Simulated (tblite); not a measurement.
F4MoO, singlet, geometry from GFN2-xTB (such geometries of metal compounds can be far from the true shape); GFN1-xTB in tblite.

The tblite input:
```
$ tblite run mol.xyz --method gfn1 --charge 0 --spin 0 --efield 0,0,0.1 --json tblite.json --no-restart

# file mol.xyz
6

Mo     0.06147091    -0.03387881     0.05793728
O      1.14984763    -0.63372208     1.08374922
F     -1.12609422     0.62063073    -1.06136126
F      0.00314904     1.59071839     0.78506936
F      1.03705102    -0.28749738    -1.41017703
F     -1.22305687    -1.20244210     0.45276230
```

What the program printed (banner, timings and long lists left out):

```
xTB calculator
 | screened Coulomb repulsion
 | Coulomb electrostatics
 |  * isotropic Klopman-Ohno-Mataga-Nishimoto electrostatics
 |  * onsite third-order electrostatics
 | DFT-D3(BJ) dispersion correction
 | Interactions (1)
 | [1] electric field

halogen bonding energy    0.0000000000000E+00 Eh
repulsion energy          7.4961199289120E-02 Eh
dispersion energy        -1.6209791639797E-03 Eh
interaction energy        0.0000000000000E+00 Eh
number of electrons       4.0000000000000E+01 e
integral cutoff           4.0000000000000E+01 bohr

------------------------------------------------------------
  cycle        total energy    energy error   density error
------------------------------------------------------------
      1     -26.93200903799  -2.7005349E+01   8.8347553E-01
      2     -27.52664714655  -5.9463811E-01   3.5238717E-01
      3     -27.56094899642  -3.4301850E-02   1.2249770E-01
      4     -27.56170682342  -7.5782700E-04   5.7512725E-02
      5     -27.56110119841   6.0562501E-04   2.5333780E-02
      6     -27.56211041262  -1.0092142E-03   6.0829376E-03
      7     -27.56215073553  -4.0322908E-05   2.5115462E-03
      8     -27.56215760600  -6.8704739E-06   9.2286557E-04
      9     -27.56215876611  -1.1601142E-06   4.1538876E-05
     10     -27.56215876810  -1.9827233E-09   1.7053788E-05
------------------------------------------------------------

electronic energy        -2.7635498988222E+01 Eh
total energy             -2.7562158768097E+01 Eh

Post processing:
 | Mayer-Wiberg bond orders

[Info] JSON dump of results written to 'tblite.json'
```
